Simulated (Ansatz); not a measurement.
Start from `C#CO[SiH2]F` and change one atom or group to get `C#C[O][SbH2]`.

Ansatz, PBE0-D4/def2-TZVP geometries, multiplicity 1. Each molecule was computed in one conformer, which needn't be the lowest.

Elements past krypton have def2 core potentials.  Spin–orbit coupling is left out; it splits and shifts lone-pair levels of the heavy atoms by tenths of an eV.

```tsv
property	`C#CO[SiH2]F`
zero-point energy (PBE0-D4/def2-TZVP) / kJ/mol	114.3
HOMO energy (PBE0/def2-TZVPP) / eV	-7.55
LUMO energy (ωB97M-V/def2-TZVPP) / eV	1.65
ideal-gas entropy at 298 K and 1 bar (rigid rotor, harmonic PBE0-D4/def2-TZVP) / J/(mol·K)	331
LUMO energy (PBE0/def2-TZVPP) / eV	-0.10
HOMO–LUMO gap (B3LYP/def2-TZVPP) / eV	6.97
```

(1) What does the change do to each property? (Best estimate.)

## Answers

(1) Ansatz gave: 
```csv
property,`C#C[O][SbH2]`,shift
zero-point energy (PBE0-D4/def2-TZVP) / kJ/mol,94.7,-19.6
HOMO energy (PBE0/def2-TZVPP) / eV,-6.82,0.73
LUMO energy (ωB97M-V/def2-TZVPP) / eV,-0.17,-1.82
"ideal-gas entropy at 298 K and 1 bar (rigid rotor, harmonic PBE0-D4/def2-TZVP) / J/(mol·K)",324,-7
LUMO energy (PBE0/def2-TZVPP) / eV,-1.98,-1.88
HOMO–LUMO gap (B3LYP/def2-TZVPP) / eV,4.38,-2.59
```

With PBE0 the HOMO rises by 0.73 eV and the LUMO falls by 1.88 eV, so the gap narrows by about 2.61 eV. PBE moves the HOMO by 0.66 eV and ωB97M-V by 0.79 eV. The zero-point energy changes by -19.6 kJ/mol with -3 modes. Modes under 60 cm⁻¹, often nearly free rotors, make the harmonic entropy too high.

B3LYP here is the variant with VWN-RPA as its local correlation; programs differ in this.
